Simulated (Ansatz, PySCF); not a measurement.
System: C₃H₇N (charge 0, singlet). SMILES: NC1CC1
Coordinates optimised at B3LYP-D3(BJ)/def2-TZVP (Ansatz, a quantum-chemistry and plane-wave program):
```xyz
11

C     -0.8497    -0.8470     0.0764
C     -1.0015     0.6153    -0.2526
C      0.2265     0.1266     0.4582
N      1.4480     0.0820    -0.3035
H     -0.6250    -1.5170    -0.7419
H     -1.4652    -1.2665     0.8604
H     -1.7210     1.1983     0.3059
H     -0.8762     0.9048    -1.2868
H      0.2917     0.3716     1.5171
H      1.9213     0.9779    -0.2898
H      2.0862    -0.6120     0.0679
```
Charge 0, spin multiplicity 1.

Quantity: vertical ionisation energy (to the doublet state of charge +1; each state is the SCF solution reached for its spin), in eV. Correlated levels leave the core frozen unless marked. UHF or UKS for open shells. No spin-orbit coupling. No relativistic terms. 

| level | program | vertical ionisation energy (eV) |
|---|---|---|
| HF/aug-cc-pVDZ | Ansatz | 8.30 |
| PBE/def2-TZVPD | Ansatz | 9.00 |
| B3LYP/def2-TZVPD | Ansatz | 9.26 |
| PBE0/def2-TZVPD | Ansatz | 9.23 |
| CAM-B3LYP/def2-TZVPD | Ansatz | 9.42 |
| wB97M-V/def2-TZVPD | Ansatz | 9.44 |
| B2PLYP/def2-TZVPD | Ansatz | 9.38 |
| RI-MP2/aug-cc-pVQZ | Ansatz | 9.89 |
| SCS-MP2/aug-cc-pVDZ | Ansatz | 9.62 |

For comparison, minus the highest occupied orbital energy (PySCF): 8.39 eV at CAM-B3LYP/def2-TZVPD, 10.40 eV at HF/def2-TZVPD, 8.36 eV at M06-2X/def2-TZVPD.
